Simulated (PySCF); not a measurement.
Electron correlation in Ir (iridium, neutral)

[Xe] 4f14 5d8 6s1, high-spin 4F determinant (an excited configuration). All numbers are calculated (PySCF 2.14, a scalar-relativistic core potential, in aug-cc-pwCVDZ-PP with ECP60MDF). Frozen: 5s2 5p6; 9 electrons correlated.

```json
{"level": "CCSD", "correlation energy (mhartree)": "-224.94"}
{"level": "(T)", "correlation energy (mhartree)": "-7.88"}
{"level": "CCSD(T)", "correlation energy (mhartree)": "-232.82"}
```

Diagnostics: T1 = 0.013, D1 = 0.0443, largest double amplitude 0.017.

Spin-orbit coupling, absent here, splits the open shell strongly.

Cost of the coupled-cluster step: of the order of 22 core-seconds, for 9 correlated electrons.
